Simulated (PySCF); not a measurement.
Numbering as in the mapped SMILES `[CH3:1][CH2:2][O:3][Al:4]([CH3:5])[F:6]` (H(Xn): hydrogen on atom n).

Geometry: PBE0-D3(BJ)/def2-SVP; GIAO shifts from PySCF 2.14, gas phase, non-relativistic, averaged over equivalent atoms.

At WP04/pcSseg-1 (149 basis functions, 12 s wall time on 1 thread of an Arm Neoverse V2, shared host):
```
atoms  δ (ppm)
   C2     64.8
   C1     23.6
   C5    -18.0
   O3     48.4
  Al4     24.1
   F6   -170.9
H(C2)     3.72
H(C1)     1.26
H(C5)    -0.36
```

δ = σ(ref) − σ, references computed at the same level: $^{13}$C (σ = 172.44 ppm), $^{1}$H (σ = 31.56 ppm) vs TMS; $^{17}$O (σ = 317.54 ppm) vs H2O; $^{27}$Al (σ = 483.51 ppm) vs AlH4-; $^{19}$F (σ = 176.96 ppm) vs CFCl3.

Q: What do these become at BP86/pcSseg-1?

A: 
| atoms | δ at BP86/pcSseg-1 | change |
| --- | --- | --- |
| C2 | 65.7 | +0.9 |
| C1 | 24.0 | +0.4 |
| C5 | -19.9 | -1.9 |
| O3 | 84.2 | +35.8 |
| Al4 | 52.8 | +28.7 |
| F6 | -160.8 | +10.1 |
| H(C2) | 4.11 | +0.39 |
| H(C1) | 1.33 | +0.07 |
| H(C5) | -0.42 | -0.06 |

Chemical shifts δ = σref − σ; $^{13}$C (σ = 179.74 ppm) and $^{1}$H (σ = 31.27 ppm) against TMS; $^{17}$O (σ = 332.56 ppm) vs H2O; $^{27}$Al (σ = 481.77 ppm) vs AlH4-; CFCl3 for $^{19}$F (σ = 144.75 ppm), all at this level.

The largest change is at O3 (oxygen bonded to C, Al). Cost: 149 basis functions, 17 s wall time on 1 thread of an Arm Neoverse V2, shared host. The order of the carbon signals is the same at both levels.

Unscaled 19F shifts against computed CFCl3 carry errors that often reach 10 to 50 ppm. Experimental scales use liquid or dissolved standards, which lie at an offset from isolated H2O (liquid H2O: subtract about 36 ppm).
